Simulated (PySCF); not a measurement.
C6H6F2.
Numbering: `[F:1][C:2]1=[CH:3][C@@H:4]([F:5])[CH:6]=[CH:7][CH2:8]1`

Structure used (PBE0-D3(BJ)/def2-SVP), in Å, numbered top down from 1:
```
atom  x, y, z in Å
F1     0.929    2.543   -0.026
C2     0.430    1.307   -0.011
C3    -0.873    1.092   -0.180
C4    -1.455   -0.280   -0.143
F5    -2.177   -0.512   -1.308
C6    -0.428   -1.358    0.013
C7     0.874   -1.120    0.179
C8     1.454    0.256    0.219
H9    -1.546    1.937   -0.340
H10   -2.194   -0.351    0.679
H11   -0.806   -2.383   -0.023
H12    1.571   -1.956    0.292
H13    1.954    0.444    1.188
H14    2.254    0.362   -0.537
```

Probes without a nucleus sit at each ring's centroid and 1 Å off its mean plane on both sides; NICS is minus the shielding there, NICSzz its component along the normal. Level: GIAO B3LYP/pcSseg-1 (PySCF, non-relativistic, gas phase) on the PBE0-D3(BJ)/def2-SVP geometry, one conformer.

Ring bond lengths (Å): C2–C3 1.331, C3–C4 1.491, C4–C6 1.496, C6–C7 1.335, C7–C8 1.494, C8–C2 1.485.

Q: What do the NICS probes read (ppm)?

A: 
| ring | type | NICS(0) | NICS(1), two faces | NICS(1)zz, two faces | rms pucker (Å) | centre to ring atoms, mean (Å) |
| --- | --- | --- | --- | --- | --- | --- |
| C2–C3–C4–C6–C7–C8 | 6-membered carbocycle; formal bonds 2 double, 4 single | -1.1 | -2.0 / -2.9 | 0.9 / -1.4 | 0.02 | 1.44 |

Q: What can be read from them?

A: 
- C2–C3–C4–C6–C7–C8: mean NICS(1)zz -0.3 ppm, near zero. C4, C8 have four or more neighbours; no verdict on aromaticity is drawn.

Q: Give the inner angles of the rings.

A: 
- C2–C3–C4–C6–C7–C8: C2 125.5°, C3 121.8°, C4 113.4°, C6 123.7°, C7 123.1°, C8 112.3°; sum 719.8° against 720° for a flat convex ring.

Q: How do the values depend on the level or the medium?

A: 
```json
{"level": "B3LYP/pcSseg-1, gas", "NICS(0), C2–C3–C4–C6–C7–C8": "-1.1", "mean NICS(1)zz, C2–C3–C4–C6–C7–C8": "-0.3"}
{"level": "PBE0/pcSseg-1, gas", "NICS(0), C2–C3–C4–C6–C7–C8": "-1.1", "mean NICS(1)zz, C2–C3–C4–C6–C7–C8": "-0.3"}
```

The geometry is the same throughout.

On Arm Neoverse V1, one thread, shared host with 32 logical CPUs at a one-minute load of 14, this took 17 s wall and 0.78 GiB of memory at its peak. This is the whole shielding run at B3LYP/pcSseg-1, SCF included.
